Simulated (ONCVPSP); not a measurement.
**Before and after: ONCV potential for manganese (Mn)**

- Element: manganese (Mn)
- Generator: ONCVPSP 4.0.1
- Type: optimised norm-conserving Vanderbilt (ONCV)
- Functional: LDA (Perdew-Wang 92)
- Relativity: scalar-relativistic
- Frozen core: [Ne]
- Valence charge: 15
- Reference configuration: 3s2 3p6 3d5 4s1 4p1
- Partial waves: 3s+4s: rc 1.30 bohr, ncon 4, nbas 7, qcut 10.7 1/bohr, 2 projectors; 3p+4p: rc 1.75 bohr, ncon 4, nbas 8, qcut 10 1/bohr, 2 projectors; 3d: rc 1.20 bohr, ncon 3, nbas 7, qcut 15.8 1/bohr, 2 projectors, debl 1.6 Ha; f scattering state at 0.16 Ha: rc 1.45 bohr, ncon 5, nbas 9, qcut 7.2 1/bohr, 2 projectors, debl 2.3 Ha
- Local potential: polynomial inside 0.90 bohr (lpopt 3, dvloc0 0 Ha)
- Core correction: polynomial model core, fcfact 0.4

Change: d: qcut 12.8.

Cutoffs: the cutoffs (Ha) at which the residual kinetic energy of the hardest occupied pseudo-wave falls to 1 and 0.1 mHa per electron; they do not see the model core or the augmentation charge, which bear on the density cutoff. Errors are all-electron minus pseudo energies relative to the spin-unpolarised reference configuration.

Predict the effect on cutoff, ghosts and configuration errors.

The potential gets softer (75 Ha and 87 Ha → 61 Ha and 69 Ha); both files keep a bound ghost (p); of the 4 tests that both files solve, the error grows in 1 and shrinks in 0 by more than 15 % and 0.3 meV (median size 0.3 → 0.3 meV). The waves are optimised to have the least kinetic energy above qcut, so the cutoff follows it (qcut²/2 in Ha).

```tsv
quantity	base	changed
cutoff, loose	75 Ha	61 Ha
cutoff, tight	87 Ha	69 Ha
loose cutoff by channel	s 36 Ha, p 28 Ha, d 75 Ha	s 36 Ha, p 28 Ha, d 61 Ha
bound ghosts	p	p
GHOST(+) flags under 300 eV	none	none
error for 3s2 3p6 3d5 4s2 4p0, meV [ΔE -3.92 eV]	+0.5	+0.5
error for 3s2 3p6 3d5 4s1 4p0, meV [ΔE 4.72 eV]	-0.1	-0.1
error for 3s2 3p6 3d5 4s0 4p0, meV [ΔE 20.59 eV]	0.0	+0.2
error for 3s2 3p6 3d4 4s2 4p1, meV [ΔE 4.01 eV]	+13	+17
s: phases at 1.32 bohr within 0.05 rad from the reference energy up to (Ha; the scan ends near 5)	to the end of the scan	to the end of the scan
p: phases at 1.78 bohr within 0.05 rad from the reference energy up to (Ha; the scan ends near 5)	to the end of the scan	to the end of the scan
d: phases at 1.22 bohr within 0.05 rad from the reference energy up to (Ha; the scan ends near 5)	to the end of the scan	to the end of the scan
f: phases at 1.47 bohr within 0.05 rad from the reference energy up to (Ha; the scan ends near 5)	to the end of the scan	to the end of the scan
rms error of d²Exc/dni dnj with the model core, mHa	0.71	0.77
```

 A true bound ghost makes a file unfit for plane-wave use even where its test errors are small: the radial tests pick states by their node count and pass the ghost by.
